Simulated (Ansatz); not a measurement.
ClH2Si (SMILES [SiH2]Cl) moved off its minimum; all values from Ansatz (a first-principles code), cores frozen in correlated methods. Open shells are unrestricted.
(charge 0, multiplicity 2)
```xyz
4

Si    -1.21266     0.30228     0.17752
Cl     0.98526     0.05564    -0.19154
H     -1.44057     1.35217    -0.25755
H     -1.52573    -0.95048    -0.18216
```

```json
[
 {"level": "HF/def2-TZVPP", "largest force (eV/Å)": "12.53", "on atom": "H3", "rms difference from CCSD(T)/cc-pV(T+d)Z (eV/Å)": "0.096", "dipole (D)": "3.35"},
 {"level": "PBE/def2-TZVPP", "largest force (eV/Å)": "12.53", "on atom": "H3", "rms difference from CCSD(T)/cc-pV(T+d)Z (eV/Å)": "0.129", "dipole (D)": "2.59"},
 {"level": "r2SCAN/def2-TZVPP", "largest force (eV/Å)": "12.42", "on atom": "H3", "rms difference from CCSD(T)/cc-pV(T+d)Z (eV/Å)": "0.039", "dipole (D)": "2.78"},
 {"level": "B3LYP/def2-TZVPP", "largest force (eV/Å)": "12.28", "on atom": "H3", "rms difference from CCSD(T)/cc-pV(T+d)Z (eV/Å)": "0.122", "dipole (D)": "2.82"},
 {"level": "wB97M-V/def2-TZVPP", "largest force (eV/Å)": "12.26", "on atom": "H3", "rms difference from CCSD(T)/cc-pV(T+d)Z (eV/Å)": "0.087", "dipole (D)": "2.94"},
 {"level": "MP2/cc-pV(T+d)Z", "largest force (eV/Å)": "12.44", "on atom": "H3", "rms difference from CCSD(T)/cc-pV(T+d)Z (eV/Å)": "0.051", "dipole (D)": "2.99"},
 {"level": "CCSD(T)/cc-pV(T+d)Z", "largest force (eV/Å)": "12.45", "on atom": "H3", "rms difference from CCSD(T)/cc-pV(T+d)Z (eV/Å)": "0.000", "dipole (D)": "2.86"}
]
```

The differences count from one level among others, with limits of its own. Forces at CCSD(T)/cc-pV(T+d)Z (eV/Å):

```csv
atom,Fx,Fy,Fz
Si1,6.411,-8.531,5.994
Cl2,-1.758,0.413,0.443
H3,-3.025,10.931,-5.147
H4,-1.628,-2.812,-1.290
```
